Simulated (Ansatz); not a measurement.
`CBO[SiH](O)F` → `FCOBO[SiH3]`  (isomerisation)

Gas-phase electronic energies from Ansatz, PBE0-D4/def2-TZVP geometries. CCSD(T)/CBS is the MP2 limit (def2-TZVPP, def2-QZVPP) plus CCSD(T) − MP2 in def2-TZVPP, frozen cores. DFT in def2-TZVPP. B3LYP here is the variant with VWN-RPA as its local correlation; programs differ in this. One conformer a species, not always the lowest.

`CBO[SiH](O)F`:

Z-matrix (Å, degrees):
```
C
B 1 1.557
H 1 1.091 2 113.8
H 1 1.096 2 109.8 3 -122.3
H 1 1.096 2 110.0 3 122.6
O 2 1.360 1 120.6 3 0.1
H 2 1.207 1 121.3 3 -179.8
Si 6 1.635 2 133.2 1 178.8
O 8 1.619 6 110.4 2 131.8
F 8 1.589 6 105.8 2 -108.6
H 8 1.467 6 113.0 2 10.8
H 9 0.958 8 119.7 6 49.7
```

`FCOBO[SiH3]`:

Z-matrix (Å, degrees):
```
C
O 1 1.381
F 1 1.368 2 109.4
H 1 1.092 2 108.5 3 -117.4
H 1 1.095 2 111.5 3 118.9
B 2 1.370 1 120.8 3 -93.0
O 6 1.346 2 118.7 1 175.8
H 6 1.198 2 120.5 1 -5.2
Si 7 1.660 6 130.9 2 -2.1
H 9 1.483 7 110.3 6 -59.2
H 9 1.481 7 106.3 6 -178.6
H 9 1.484 7 110.1 6 62.4
```

```tsv
level	ΔE (kcal/mol)	difference from CCSD(T)/CBS
PBE-D4	63.7	-6.6
r2SCAN-D4	68.1	-2.2
PBE0-D4	65.9	-4.4
B3LYP-D4	66.0	-4.3
ωB97X-V	65.4	-4.9
ωB97M-V	67.8	-2.5
B2PLYP	67.9	-2.4
PBE	63.6	-6.7
r2SCAN	68.1	-2.2
PBE0	65.8	-4.5
B3LYP	65.8	-4.5
HF/def2-TZVPP	66.2	-4.1
MP2/def2-TZVPP	71.5	1.2
SCS-MP2/def2-TZVPP	68.8	-1.5
CCSD/def2-TZVPP	68.2	-2.1
CCSD(T)/def2-TZVPP	67.8	-2.5
HF/def2-QZVPP	66.9	-3.4
MP2/def2-QZVPP	73.1	2.8
SCS-MP2/def2-QZVPP	70.5	0.2
HF/CBS(def2)	67.0	-3.3
MP2/CBS(def2)	73.9	3.6
CCSD/CBS(def2)	70.7	0.4
CCSD(T)/CBS	70.3	0
```

Largest T1 diagnostic among the species: 0.013.

From PBE to PBE0 (25 % exact exchange), in def2-TZVPP and without D4, ΔE moves by +2.2 kcal/mol. In def2-TZVPP, CCSD(T) changes the Hartree–Fock value by +1.6 kcal/mol (the triples alone add −0.5 kcal/mol) and MP2 by +5.3 kcal/mol.
